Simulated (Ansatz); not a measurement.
Cost and result for the atomization energy of CH₆BN₂P, SMILES `CN1BNP1` (11 atoms, 11 bonds).

| atom | x (Å) | y (Å) | z (Å) |
| --- | --- | --- | --- |
| C1 | -0.8800 | 1.3763 | -0.3673 |
| N2 | -0.1007 | 0.2048 | -0.1156 |
| B3 | -0.3459 | -1.1731 | 0.1303 |
| N4 | 1.0062 | -1.6133 | 0.3800 |
| P5 | 1.6043 | -0.0747 | -0.1248 |
| H6 | -0.5930 | 1.8605 | -1.3064 |
| H7 | -0.7827 | 2.1148 | 0.4365 |
| H8 | -1.9338 | 1.0999 | -0.4414 |
| H9 | -1.3686 | -1.7885 | 0.0900 |
| H10 | 1.4369 | -2.4956 | 0.1697 |
| H11 | 1.9571 | 0.4889 | 1.1490 |

Charge 0, multiplicity 1. The structure was optimised at the PBE0-D4/def2-TZVP level. Program: Ansatz. All runs use 4 threads of a server CPU on a shared host. Times are those of one run each, without the atoms' runs, and a repeat can differ threefold. Electronic energies, without spin–orbit coupling; frozen cores. CCSD(T)/CBS adds CCSD(T) − MP2 in def2-TZVPP to the MP2 limit, and its time is that of the two runs behind it. T1 = 0.014. HSE06 is the plane-wave form, built on full-range PBE exchange.

CCSD(T)/CBS is a level of theory with its own doubt, some kJ/mol a heavy atom from the limit and from the frozen cores, so smaller differences don't rank the functionals.

```tsv
level	functions	wall time
revPBE-D4/def2-TZVPP	250	8.5 s
BHLYP-D4/def2-TZVPP	250	11 s
HSE06-D4/def2-TZVPP	250	11 s
PBE0-D4/def2-TZVPP	250	12 s
CAM-B3LYP-D4/def2-TZVPP	250	13 s
r2SCANh-D4/def2-TZVPP	250	15 s
CCSD(T)/def2-SVP	104	17 s
B2PLYP/def2-TZVPP	250	17 s
B97M-V/def2-TZVPP	250	20 s
ωB97M-V/def2-TZVPP (with forces)	250	24 s
MP2/def2-QZVPP	478	75 s
CCSD(T)/def2-TZVPP	250	3.2 min
CCSD(T)/CBS(def2)	–	4.4 min
```

(1) What atomization energy does each give, and how far from CCSD(T)/CBS? (Estimate.)

Answers

(1) Computed: 
```json
{"level": "revPBE-D4/def2-TZVPP", "atomization (kcal/mol)": "978.4", "difference from CCSD(T)/CBS": "8.0", "per bond": "0.7"}
{"level": "BHLYP-D4/def2-TZVPP", "atomization (kcal/mol)": "950.6", "difference from CCSD(T)/CBS": "-19.8", "per bond": "-1.8"}
{"level": "HSE06-D4/def2-TZVPP", "atomization (kcal/mol)": "983.3", "difference from CCSD(T)/CBS": "12.9", "per bond": "1.2"}
{"level": "PBE0-D4/def2-TZVPP", "atomization (kcal/mol)": "982.4", "difference from CCSD(T)/CBS": "12.0", "per bond": "1.1"}
{"level": "CAM-B3LYP-D4/def2-TZVPP", "atomization (kcal/mol)": "986.5", "difference from CCSD(T)/CBS": "16.1", "per bond": "1.5"}
{"level": "r2SCANh-D4/def2-TZVPP", "atomization (kcal/mol)": "967.5", "difference from CCSD(T)/CBS": "-2.9", "per bond": "-0.3"}
{"level": "CCSD(T)/def2-SVP", "atomization (kcal/mol)": "903.3", "difference from CCSD(T)/CBS": "-67.1", "per bond": "-6.1"}
{"level": "B2PLYP/def2-TZVPP", "atomization (kcal/mol)": "967.0", "difference from CCSD(T)/CBS": "-3.4", "per bond": "-0.3"}
{"level": "B97M-V/def2-TZVPP", "atomization (kcal/mol)": "979.7", "difference from CCSD(T)/CBS": "9.3", "per bond": "0.8"}
{"level": "ωB97M-V/def2-TZVPP (with forces)", "atomization (kcal/mol)": "985.1", "difference from CCSD(T)/CBS": "14.7", "per bond": "1.3"}
{"level": "MP2/def2-QZVPP", "atomization (kcal/mol)": "973.2", "difference from CCSD(T)/CBS": "2.8", "per bond": "0.3"}
{"level": "CCSD(T)/def2-TZVPP", "atomization (kcal/mol)": "939.2", "difference from CCSD(T)/CBS": "-31.2", "per bond": "-2.8"}
{"level": "CCSD(T)/CBS(def2)", "atomization (kcal/mol)": "970.4", "difference from CCSD(T)/CBS": "0.0", "per bond": "0.0"}
```

The D4 term adds +9.3 kcal/mol with B3LYP and +4.8 kcal/mol with PBE0; it sums over pairs of atoms, weighted by their polarisabilities, and B3LYP, whose exchange is more repulsive, gets the larger term. From BLYP to BHLYP (50 % exact exchange), in def2-TZVPP and without D4, the atomization energy moves by −28.2 kcal/mol: exact exchange takes away binding that semilocal exchange gives to molecules. At CCSD(T), def2-SVP lies −67.1 kcal/mol from the extrapolated value and def2-TZVPP −31.3 kcal/mol: correlation converges slowly with the basis, and small sets miss more of it in the bonded molecule than in its fragments.

B3LYP here is the variant with VWN-RPA as its local correlation; programs differ in this.
